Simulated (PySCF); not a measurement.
# Working out the ionisation energy of V

V [Ar] 3d3 4s2 (4F) → V⁺ [Ar] 3d4 (5D). Computed with PySCF 2.14 in cc-pVDZ-DK (6s5p3d1f, 43 functions), with the spin-free X2C one-electron Hamiltonian (Gaussian nucleus). Frozen: [Ar]. Energies in hartree (1 hartree = 27.21139 eV):

```
             part    V (lower)   V⁺ (upper)
              UHF  -948.140017  -947.913688
MP2 opposite-spin    -0.028990     0.000000
    MP2 same-spin    -0.020768    -0.037844
```

**Question.** What does Hartree-Fock give?

**Answer.** (-947.913688) − (-948.140017) = 0.226329 hartree = 6.159 eV.

**Question.** What do MP2 and SCS-MP2 (6/5 opposite-spin, 1/3 same-spin) give?

**Answer.** The opposite-spin parts differ by 0.789 eV and the same-spin parts by -0.465 eV. MP2: 6.159 + (0.789) + (-0.465) = 6.483 eV. SCS-MP2: 6.159 + 1.2 × (0.789) + (-0.465)/3 = 6.951 eV.

Measured between the centres of the two terms (NIST): 6.732 eV, so MP2 (valence) is off by -0.249 eV.

A double-zeta basis recovers only part of the correlation energy.

What remains against the reference includes basis incompleteness, the frozen core and correlation beyond second order.
